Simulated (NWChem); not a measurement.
System: Si$_{2}$NH$_{7}$O; SMILES O[SiH2][SiH2]N

```xyz
11

N     -0.4723     2.4086     0.0248
Si     0.5839     1.0142    -0.0207
Si    -0.5285    -1.0709    -0.0055
O      0.4926    -2.4047    -0.0481
H     -1.0231     2.6140    -0.8016
H     -1.0304     2.5643     0.8572
H      1.4876     1.1009     1.1648
H      1.4151     1.1367    -1.2514
H     -1.3819    -1.2088    -1.2168
H     -1.4448    -1.1157     1.1808
H      1.1508    -2.4556     0.6587
```
Atoms are numbered in this order, from 1.

Geometry: optimised at B3LYP/6-31G* (spherical d).

Problem. Give the principal values of the shielding tensors (ppm) of N1, Si2, Si3, O4 from B3LYP/6-31G* (spherical d), GIAO (NWChem), with their diamagnetic and paramagnetic parts as GIAO splits them.

Solution. 
```
atom    σ11    σ22    σ33  isotropic  diamagnetic  paramagnetic
----  -----  -----  -----  ---------  -----------  ------------
N1    235.4  257.8  318.2      270.5        319.8         -49.3
Si2   388.9  425.5  500.3      438.2        881.8        -443.6
Si3   360.0  389.2  502.4      417.2        880.8        -463.6
O4    287.9  323.3  381.1      330.8        391.4         -60.6
```
